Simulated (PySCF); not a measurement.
F₃OSi, SMILES [O][Si](F)(F)F (connectivity only; charge and spin as stated), charge -1, multiplicity 1. Atoms are numbered in the order given.

```xyz
5

O      0.0000     0.0000     1.7250
Si     0.0000     0.0000     0.1758
F      1.2627     0.7290    -0.6023
F     -1.2627     0.7290    -0.6023
F      0.0000    -1.4580    -0.6023
```
Charge -1, spin multiplicity 1.

Geometry optimised at PBE0-D3(BJ)/def2-SVPD. The multiplicity is an assumed one; other spin states were not compared. The isomer is the one that the SMILES or the coordinates give; other isomers of the formula were not compared.

Two levels are set side by side: PBE/pcSseg-2 (PySCF) and B3LYP/pcSseg-2 (PySCF). GIAO shifts against CFCl3 (¹⁹F), H2O (¹⁷O), TMS (²⁹Si) at the same level; non-relativistic, no solvent, atoms listed together averaged. Differences are taken from unrounded values.

```json
[
 {"quantity": "δ(¹⁷O) of O1 (ppm)", "B3LYP": "63.9"},
 {"quantity": "δ(²⁹Si) of Si2 (ppm)", "B3LYP": "-103.4"},
 {"quantity": "δ(¹⁹F) of F3, F4, F5 (ppm)", "B3LYP": "-178.6"}
]
```

Task: What does PBE give, and how far is it from B3LYP? (The exact figures need the calculation; the answer reports its results.)

Result: 
```csv
quantity,PBE,PBE minus B3LYP
δ(¹⁷O) of O1 (ppm),74.1,10.2
δ(²⁹Si) of Si2 (ppm),-94.6,8.8
"δ(¹⁹F) of F3, F4, F5 (ppm)",-194.4,-15.8
```

Rough cost on one machine, each run with all the roots and properties that it gave: B3LYP against PBE within a factor of 2.
